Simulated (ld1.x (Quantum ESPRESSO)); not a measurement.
## An all-electron radial function and its pseudo partner (cobalt)

Columns: radius, all-electron u(r) and pseudo u(r) of the 4p shell (level -1.39 eV) of cobalt in the configuration [Ar] 3d7 4s2 4p0; LDA (PZ), scalar-relativistic, PAW scheme, ld1.x (Quantum ESPRESSO) 7.5.

| r (bohr) | all-electron | pseudo |
| --- | --- | --- |
| 0.163 | 0.0975 | 0.0050 |
| 0.325 | -0.0483 | 0.0198 |
| 0.488 | -0.1602 | 0.0436 |
| 0.650 | -0.1719 | 0.0750 |
| 0.813 | -0.1195 | 0.1127 |
| 0.975 | -0.0399 | 0.1546 |
| 1.138 | 0.0466 | 0.1991 |
| 1.300 | 0.1288 | 0.2439 |
| 1.463 | 0.2031 | 0.2877 |
| 1.625 | 0.2671 | 0.3285 |
| 1.788 | 0.3218 | 0.3657 |
| 1.950 | 0.3671 | 0.3981 |
| 2.113 | 0.4042 | 0.4256 |
| 2.275 | 0.4337 | 0.4480 |
| 2.438 | 0.4569 | 0.4658 |
| 2.600 | 0.4741 | 0.4791 |
| 2.763 | 0.4864 | 0.4888 |
| 2.925 | 0.4943 | 0.4951 |
| 3.088 | 0.4984 | 0.4985 |
| 3.250 | 0.4992 | 0.4992 |
| 3.413 | 0.4972 | 0.4972 |
| 3.575 | 0.4928 | 0.4928 |
| 3.738 | 0.4863 | 0.4863 |
| 3.900 | 0.4781 | 0.4781 |
| 4.063 | 0.4685 | 0.4685 |
| 4.225 | 0.4578 | 0.4578 |

Q: How many radial nodes do the two functions have?

A: The all-electron 4p function has n − l − 1 = 2; the pseudo-wave has 0, since the states of the same l below it are removed with the core.

Q: At about which radius was the pseudo-wave matched?

A: 3.25 bohr, where the columns begin to agree (steps of 0.16 bohr).

Q: Where does each function peak?

A: Outermost all-electron maximum near 3.25 bohr, pseudo maximum near 3.25 bohr (to the table’s step).

Q: Is the pseudo-wave norm-conserving?

A: No, it belongs to a PAW set: the norm inside the radius is not constrained, and the difference is carried by the augmentation charge.
